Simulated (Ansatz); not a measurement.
This geometry of Cl3F2HOW + H2O (11 atoms, charge 0, multiplicity 1) is a first-order saddle point.

Level of theory: RKS PBE/def2-SVP in Ansatz.

```xyz
11
Properties=species:S:1:pos:R:3
W -0.319 0.205 -0.348
F 0.353 0.839 1.929
Cl 1.940 -0.363 -0.147
O 0.051 2.034 -0.442
H 0.095 2.635 0.331
Cl -2.467 -0.364 -1.289
F -0.546 -1.402 0.600
Cl 0.160 0.016 -2.609
O -1.704 0.898 1.000
H -2.545 0.398 0.944
H -0.669 0.890 1.947
```

Which two structures does it join? (They come from a converged band through this point; their orientation in space is the band's.)

Bonds broken: W1–F2, O9–H11. Bonds formed: W1–O9, F2–H11. Cl3F2HOW + H2O becomes Cl3FH2O2W + FH.

Initial state:

```xyz
11
Properties=species:S:1:pos:R:3
W 0.366 -0.320 -0.206
F 0.542 -0.718 1.634
Cl 2.663 -0.214 -0.320
O 0.035 1.437 0.131
H -0.819 2.025 0.428
Cl -2.041 -0.577 0.064
F 0.258 -2.186 -0.457
Cl 0.169 -0.076 -2.500
O -2.120 2.417 0.798
H -2.533 1.541 0.570
H -2.174 2.456 1.774
```

Final state:

```xyz
11
Properties=species:S:1:pos:R:3
W -0.259 -0.011 -0.561
F -0.933 2.659 1.708
Cl 1.875 -0.382 0.318
O -0.123 1.807 -0.442
H -0.391 2.417 0.353
Cl -2.390 0.057 -1.518
F -0.651 -1.799 -0.073
Cl 0.612 -0.361 -2.667
O -1.019 0.268 1.278
H -1.302 -0.542 1.748
H -1.072 1.670 1.773
```

How far does it lie above each of them?

1.40 eV above the first and 1.04 eV above the second. This is the barrier of this one path; another mechanism may lie lower. The orbitals stay closed-shell, which can raise the energy where a bond breaks towards radicals; this wasn't checked here.

The run took 8.2 min on 4 threads of Arm Neoverse V1, on a shared host, peak memory 0.3 GiB.
